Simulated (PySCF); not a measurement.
# Bond length, frequency and bond energy of RuS by level of theory

State: ⁵Δ (quintet), unpaired electrons σ ↑, π ↑↑, δ ↑. Set-up: PySCF, scalar-relativistic core potentials, basis sets Ru def2-TZVPP with ECP28, S def2-TZVPP. De refers to Ru (4d7 5s1) + S in their high-spin ground configurations, without counterpoise correction. The functionals are run spin-unrestricted. A positive dipole means Ru(−)S(+).

| Level | Re (Å) | ωe (cm⁻¹) | De (eV) | μ (D) |
| --- | --- | --- | --- | --- |
| ROHF | 2.126 | 482 | n/a | -7.37 |
| ROHF-MP2 | 1.999 | 610 | n/a | n/a |
| ROHF-SCS-MP2 | 2.018 | 581 | n/a | n/a |
| ROHF-CCSD | 2.077 | 525 | 3.42 | n/a |
| ROHF-CCSD(T) | 2.085 | 503 | 3.90 | n/a |
| PBE | 2.080 | 507 | 4.74 | -3.36 |
| PBEsol | 2.062 | 524 | 5.17 | -3.26 |
| revPBE | 2.088 | 500 | 4.45 | -3.43 |
| r²SCAN | 2.069 | 523 | 4.49 | -3.70 |
| TPSSh | 2.079 | 514 | 4.18 | -3.94 |
| PBE0 | 2.067 | 524 | 4.06 | -4.10 |
| CAM-B3LYP | 2.070 | 526 | 3.81 | -4.32 |
| B2PLYP | 2.080 | 508 | 4.16 | -4.94 |

The bond length runs from 1.999 Å (ROHF-MP2) to 2.126 Å (ROHF). De spans 3.42 eV (ROHF-CCSD, coupled cluster) to 5.17 eV (PBEsol, GGA).

Correlated steps freeze 5 core orbitals. The metal atom is held in its measured ground configuration; semilocal functionals can put another filling of s and d lower by some tenths of an eV, and De to that atom would be smaller. These are scalar-relativistic numbers at best; spin–orbit coupling would shift them, the dissociation energy most. B2PLYP dipoles, levels and charges come from its SCF part alone. The CCSD T1 diagnostic is raised, a sign that a single reference may not be enough here. With d or f electrons several states lie close, and the lowest PBE0 determinant need not be the measured ground state.

The whole job (state search and all levels along the bond) took about 23 min on 2 threads of Arm Neoverse V2 (shared host), peak memory 4.5 GiB.
